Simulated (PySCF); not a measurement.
## trans-[OsO2(OH)4]2-: computed shieldings and shifts

trans-[OsO2(OH)4]2-, [H4O6Os]2-, point group C4h.

Bonds: Os1-O2 1.751 Å, Os1-O3 1.751 Å, Os1-O4 2.035 Å, Os1-O6 2.036 Å, Os1-O8 2.035 Å, Os1-O10 2.036 Å. O4 carries H5; O6 carries H7; O8 carries H9; O10 carries H11.

Total charge -2.

GIAO calculations in PySCF 2.14.0 with density-fitted response routines on the PBE0-D3(BJ)/def2-SVP structure: isolated species, scalar relativity only through the core potential, equivalent atoms averaged; basis pcSseg-1 (def2-TZVP on Os).

(1) Give the isotropic shieldings (ppm) with B3LYP, PBE0.

(2) And the chemical shifts, against references computed in the same way?

(3) Which part of the shielding of O2/O3 depends on the functional?

## Answers

(1) 
```
             atoms                         environment   B3LYP    PBE0
             O2/O3                 oxygen bonded to Os  -306.3  -299.4
      O4/O6/O8/O10              oxygen bonded to Os, H   264.5   272.2
      H5/H7/H9/H11  hydrogen on an oxygen bonded to Os   29.79   29.74
HOMO–LUMO gap (eV)                                   –    4.38    4.86
```

(2) 
| atoms | nucleus, reference | B3LYP | PBE0 |
| --- | --- | --- | --- |
| O2/O3 | 17O, H2O | 640.4 | 634.0 |
| O4/O6/O8/O10 | 17O, H2O | 69.5 | 62.4 |
| H5/H7/H9/H11 | 1H, TMS | 1.59 | 1.53 |

(3) Diamagnetic: B3LYP 409, PBE0 408 ppm; paramagnetic: B3LYP -716, PBE0 -707 ppm. The diamagnetic part, set mainly by inner electrons, hardly moves; the paramagnetic part goes with low-lying magnetically allowed excitations and carries the spread.

The ion is multiply charged and has no counter-ions or solvent here.

Os is described by an effective core potential, so it has no shielding of its own here; spin–orbit effects on the atoms bonded to it, which can be large, are absent, and the values of these neighbours are rough. Unscaled 17O shifts of doubly bonded oxygen tend to come out too high, by tens of ppm or more. Experimental scales use liquid or dissolved standards, which lie at an offset from isolated H2O (liquid H2O: subtract about 36 ppm).
